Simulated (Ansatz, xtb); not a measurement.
**C3H11BSe: which of two isomers lies lower**

Structure X is `CC[B@H-](C)[SeH2+]`, a singlet and structure Y is `C[BH2-][Se+](C)C`, a singlet. Both are isolated molecules in the gas phase, relaxed with PBE0-D4/def2-SVP; the shapes shown needn't be the lowest conformers.

X (Å):

```yaml
atoms:
  - { symbol: C, position_ang: [1.2293, -1.1564, 1.0193] }
  - { symbol: C, position_ang: [-0.2852, -1.1514, 0.8032] }
  - { symbol: C, position_ang: [-0.5779, 1.4878, 0.0724] }
  - { symbol: B, position_ang: [-0.6849, -0.0630, -0.3113] }
  - { symbol: Se, position_ang: [-2.9493, -0.3685, -0.4541] }
  - { symbol: H, position_ang: [1.5434, -1.9110, 1.7590] }
  - { symbol: H, position_ang: [1.7652, -1.3723, 0.0807] }
  - { symbol: H, position_ang: [1.5898, -0.1794, 1.3791] }
  - { symbol: H, position_ang: [-0.5984, -2.1702, 0.5086] }
  - { symbol: H, position_ang: [-0.7830, -0.9437, 1.7695] }
  - { symbol: H, position_ang: [-0.3763, -0.3521, -1.4601] }
  - { symbol: H, position_ang: [-1.0163, 1.7396, 1.0536] }
  - { symbol: H, position_ang: [0.4971, 1.7344, 0.1410] }
  - { symbol: H, position_ang: [-0.9956, 2.1773, -0.6799] }
  - { symbol: H, position_ang: [-2.9744, -1.6725, -1.1357] }
  - { symbol: H, position_ang: [-3.2116, 0.3451, -1.7140] }
```

Y (Å):

| atom | x (Å) | y (Å) | z (Å) |
| --- | --- | --- | --- |
| C | -0.7818 | -1.2174 | 0.5652 |
| C | -1.0453 | 0.6780 | -2.3477 |
| C | 0.2424 | 2.0429 | -0.1217 |
| B | 0.5732 | -1.1057 | -0.2872 |
| Se | 0.6526 | 0.6678 | -1.4197 |
| H | -1.7020 | -1.2598 | -0.0428 |
| H | -0.7479 | -2.1672 | 1.1265 |
| H | -0.9120 | -0.4249 | 1.3223 |
| H | 1.6105 | -0.9637 | 0.3535 |
| H | 0.7121 | -1.9155 | -1.1992 |
| H | -1.1817 | 1.6355 | -2.8667 |
| H | -1.0113 | -0.1413 | -3.0776 |
| H | -1.8574 | 0.4986 | -1.6315 |
| H | 0.1117 | 3.0079 | -0.6283 |
| H | 1.0972 | 2.0942 | 0.5652 |
| H | -0.6612 | 1.7650 | 0.4361 |

Which of the two would you expect CCSD(T)/def2-SVP + ΔMP2/def2-TZVPP electronic energies to favour?

CCSD(T)/def2-SVP + ΔMP2/def2-TZVPP gives E(Y) − E(X) = −3.2 kcal/mol, favouring structure Y, but this leans on the basis-set step: CCSD(T) alone gives +4.0 kcal/mol.

The same difference at several levels:

```csv
level,geometry,E(Y) − E(X) (kcal/mol),departure from the last row (kcal/mol),"job, with rough time for the two"
PBE0-D4/def2-SVP,PBE0-D4/def2-SVP,−0.2,+2.9,"optimisation, 77 s"
HF/def2-SVP,PBE0-D4/def2-SVP,+4.4,+7.6,part of the CCSD(T) run
MP2/def2-SVP,PBE0-D4/def2-SVP,+2.8,+6.0,part of the CCSD(T) run
CCSD(T)/def2-SVP,PBE0-D4/def2-SVP,+4.0,+7.2,single point
CCSD(T)/def2-SVP + ΔMP2/def2-TZVPP,PBE0-D4/def2-SVP,−3.2,,"single point, 1.9 min"
```

As drawn, Y has 2 C–Se, 1 C–H, 1 B–H in place of 1 C–C, 1 C–B, 2 Se–H.

HF/def2-SVP, MP2/def2-SVP, CCSD(T)/def2-SVP put the two in the other order. PBE0-D4/def2-SVP finds them nearly level. The largest departure from CCSD(T)/def2-SVP + ΔMP2/def2-TZVPP is that of HF/def2-SVP, 7.6 kcal/mol. A small imaginary or near-zero mode remains, so no thermal terms are given. Levels run at GFN2-xTB geometries aren't shown. The last row adds to CCSD(T) the change of the MP2 difference between the two basis sets, here −7.2 kcal/mol, a large step that makes the value less sure.

The correlated steps freeze 13 core orbitals; the filled d shell of Se is correlated, in a basis made for valence electrons. Run with Ansatz 0.2.0, xtb 6.7.1; the last row on 2 threads of Arm Neoverse V2 on a shared host.
